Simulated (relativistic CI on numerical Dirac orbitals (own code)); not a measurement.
Cr4+ in a cubic cluster: 1s photoemission with charge transfer

Computed with a charge-transfer multiplet model of a cubic metal-ligand cluster with up to 2 ligand holes, Slater and spin-orbit integrals from Dirac-Coulomb-Breit ions, Slater integrals scaled by 0.8. The parameters are those of a tetrahedral site (10Dq negative, t2 hopping the larger). The ground state mixes d2 with configurations of k ligand holes L, whose averages lie at kΔ + k(k − 1)U_dd/2; a core hole lowers each added d electron by U_cd. 20 K, Lorentzian 1.1 eV and Gaussian 0.6 eV FWHM.

Atomic integrals in eV (Slater integrals scaled, ζ unscaled), ground: F2dd 9.377, F4dd 5.906, zeta_d 0.039; with the core hole: F2dd 10.671, F4dd 6.745, zeta_d 0.058, G2cd 0.057.

Cluster parameters (eV): U_dd = 6.5, U_cd = 7.4, 10Dq = -0.2, 10Dq(ligand) = 0, V(eg) = 1.7, V(t2g) = -2.89, final-state hopping factor = 1.

```tsv
Case	n_d	d2	d3L	d4L2	S
Δ = -0.3 eV	2.94	0.25	0.56	0.19	1.00
Δ = 1.7 eV	2.81	0.33	0.53	0.14	1.00
Δ = 3.7 eV	2.67	0.42	0.48	0.10	1.00
```

Weights, n_d and S are thermal averages at 20 K. Binding energies count from the first peak over 30 % of the highest in each spectrum, which can be another peak from case to case. The parameters are a model scan and need not match a compound or its usual spin state. Peaks in eV (height, largest 100):
- Δ = -0.3 eV: 0.0 (100), 16.2 (7)
- Δ = 1.7 eV: 0.0 (100), 15.2 (9)
- Δ = 3.7 eV: 0.0 (100), 14.5 (9)

Curve for Δ = -0.3 eV (points under 2 left out, the grid thinned):

E (eV), Intensity and a bar:
```
     -3.6        2.8 
     -3.3        3.3 
     -3.0        4.0 #
     -2.7        4.9 #
     -2.5        5.7 #
     -2.2        7.3 ##
     -1.9        9.8 ##
     -1.6       13.7 ####
     -1.3       20.1 ######
     -1.0       31.7 #########
     -0.7       51.8 ################
     -0.4       79.8 #########################
     -0.2       95.3 #############################
      0.1       97.2 ##############################
      0.4       73.7 #######################
      0.7       46.7 ##############
      1.0       28.7 ########
      1.3       18.5 #####
      1.6       12.7 ###
      1.8       10.2 ###
      2.1        7.7 ##
      2.4        6.0 #
      2.7        4.8 #
      3.0        3.9 #
      3.3        3.3 
      3.6        2.9 
      3.8        2.7 
      4.1        2.5 
      4.4        2.5 
      4.7        2.7 
      5.0        2.8 
      5.3        2.6 
      5.6        2.2 
     14.2        2.0 
     14.5        2.9 
     14.8        4.0 #
     15.1        5.0 #
     15.4        5.4 #
     15.7        5.9 #
     16.0        6.7 #
     16.3        6.8 ##
     16.5        6.1 #
     16.8        4.3 #
     17.1        2.9 
     17.4        2.1
```

For the case Δ = 1.7 eV, Δ = 1.7 eV is smaller than U_dd = 6.5 eV, the charge-transfer side of the Zaanen-Sawatzky-Allen scheme. With the core hole the configuration with one ligand hole lies at Δ − U_cd = -7.7, -5.7, -3.7 eV from the one without, in the order of the table; where this is negative the screened configuration lies lower, though the effective hopping of about 7.0 eV (from the holes of the mixed ground state) mixes the two strongly wherever it is as large as the gap.

With at most 2 ligand holes the space is cut while the next configuration still counts, so covalency is underestimated, and a final configuration with one more ligand hole, which can lie low, is missing from the spectra.
